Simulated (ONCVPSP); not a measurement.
# F (Z = 9): variants of one ONCV potential

Base potential:

ONCVPSP 4.0.1 input, shortened (lines: element, Z, core and valence counts, functional; n l f; lmax; l rc ep ncon nbas qcut; lloc lpopt rc5 dvloc0; l nproj debl; icmod fcfact rcfact), PBE, scalar-relativistic:

```
  F 9.00    1    2        4      upf
    1    0    2.00
    2    0    2.00
    2    1    5.00
    2
    0    0.70    0.00    3    8   10.20
    1    1.80    0.00    4    9    6.70
    2    1.80    0.06    3    7    4.60
    4    2    0.55    0.00
    0    2    2.80
    1    2    0.80
    2    2    0.40
    3    3.50    1.30
```

Cutoffs, loose and tight: the cutoffs (Ha) at which the residual kinetic energy of the hardest occupied pseudo-wave falls to 1 and 0.1 mHa per electron. They do not see the model core or the augmentation charge, which bear on the density cutoff. Test errors are all-electron minus pseudo excitation energies from the reference, over the configurations 2s2 2p4; 2s2 2p3; 2s2 2p2; 2s1 2p6. A dash means not determined; rows that change the core or the reference have their own tests.

| change | outcome | cutoff, loose | cutoff, tight | bound ghosts | GHOST(+) flags above zero | largest test error (meV) |
| --- | --- | --- | --- | --- | --- | --- |
| base | generated | 49 Ha | 237 Ha | none | d | +3565 |
| all radii but the core radius scaled by about 0.77 (s 0.54, p 1.38, d 1.38 bohr); local potential polynomial inside 0.42 bohr (lpopt 2, dvloc0 0 Ha) | generated | 58 Ha | 210 Ha | none | d | +1831 |
| all radii but the core radius scaled by about 0.90 (s 0.64, p 1.62, d 1.62 bohr); local potential polynomial inside 0.50 bohr (lpopt 2, dvloc0 0 Ha) | generated | 53 Ha | 283 Ha | none | d | +2776 |
| all radii but the core radius scaled by about 1.10 (s 0.76, p 1.98, d 1.98 bohr); local potential polynomial inside 0.60 bohr (lpopt 2, dvloc0 0 Ha) | generated | 46 Ha | 136 Ha | none | d | +4408 |

Q: What comes out with this change to the base: all radii but the core radius scaled by about 1.18 (s 0.82, p 2.12, d 2.12 bohr); local potential polynomial inside 0.64 bohr (lpopt 2, dvloc0 0 Ha)?

A: outcome: generated; cutoff, loose: 43 Ha; cutoff, tight: 67 Ha; bound ghosts: none; GHOST(+) flags above zero: d; largest test error (meV): +5170.

Q: What comes out with this change to the base: all radii but the core radius scaled by about 1.29 (s 0.90, p 2.32, d 2.32 bohr); local potential polynomial inside 0.72 bohr (lpopt 2, dvloc0 0 Ha)?

A: outcome: generated; cutoff, loose: 39 Ha; cutoff, tight: 48 Ha; bound ghosts: none; GHOST(+) flags above zero: d; largest test error (meV): +6259.

Reading the sweep of the scale of all radii but the core radius (base = 1) (base included, trends over the rows without a ghost): The loose cutoff falls from 58 Ha at 0.77 to 39 Ha at 1.29. A larger radius leaves more room for a smooth pseudo-wave, so fewer plane waves are needed; a smaller one forces it to follow the all-electron wave where it bends sharply. The median size of the test errors (rows with all tests solved) rises from 285.3 meV at 0.77 to 1153.8 meV at 1.29. More of the atom is replaced by a form fitted at one configuration, so other configurations suffer as the radius grows.
